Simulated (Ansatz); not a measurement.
H4AlNSi, SMILES `N[Si][AlH2]` (lower singlet) (charge 0, multiplicity 1). This singlet lies 0.79 eV below the relaxed triplet at the level frozen-core CCSD(T)/cc-pVTZ // PBE0-D3(BJ)/def2-TZVP (Ansatz, a first-principles code).

Cartesian coordinates (Å):
```xyz
7

N     -1.4943    -0.2583    -0.1068
Si    -0.4116    -1.5829     0.0397
Al     1.5210     0.0750     0.1189
H     -2.4924    -0.3984    -0.1806
H     -1.2530     0.7238    -0.1326
H      3.0933    -0.1669     0.2584
H      1.0370     1.6076     0.0029
```
Charge 0, spin multiplicity 1.

Frozen-core energies in 6-31g from Ansatz at a geometry from PBE0-D3(BJ)/def2-TZVP; the HF reference has <S^2> = 0.00 and the T1 diagnostic is 0.021.

| level | energy (Ha) |
|---|---|
| HF | -587.49009 |
| MP2 | -587.68298 |
| CCSD | -587.71434 |
| CCSD(T) | -587.71994 |

### Question
Estimate the energies of CCSDT, CCSDT(Q) and CCSDTQ, and give each level's difference from CCSDTQ.

### Answer

```csv
level,energy (Ha),difference from CCSDTQ (mHa)
MP2,-587.68298,38.39
CCSD,-587.71434,7.03
CCSD(T),-587.71994,1.43
CCSDT,-587.72078,0.59
CCSDT(Q),-587.72143,-0.06
CCSDTQ,-587.72137,0.00
```
